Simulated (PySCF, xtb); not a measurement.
Cl₃Ga, SMILES [Cl][Ga]([Cl])[Cl] (connectivity only; charge and spin as stated), charge -1, multiplicity 2.

Harmonic wavenumbers (cm⁻¹) from GFN2-xTB (xtb 6.7.1) at its own minimum, in rising order: 77, 77, 91, 242, 242, 252.

### Question
What does PBE-D3(BJ)/def2-SVPD (PySCF) give at its own minimum? (An estimate is asked for; the answer gives what the named calculation found.)

### Answer
93, 93, 119, 279, 301, 301. Paired by order, the mean absolute difference is 34 cm⁻¹ and the zero-point energies are 1.4 and 1.7 kcal/mol.
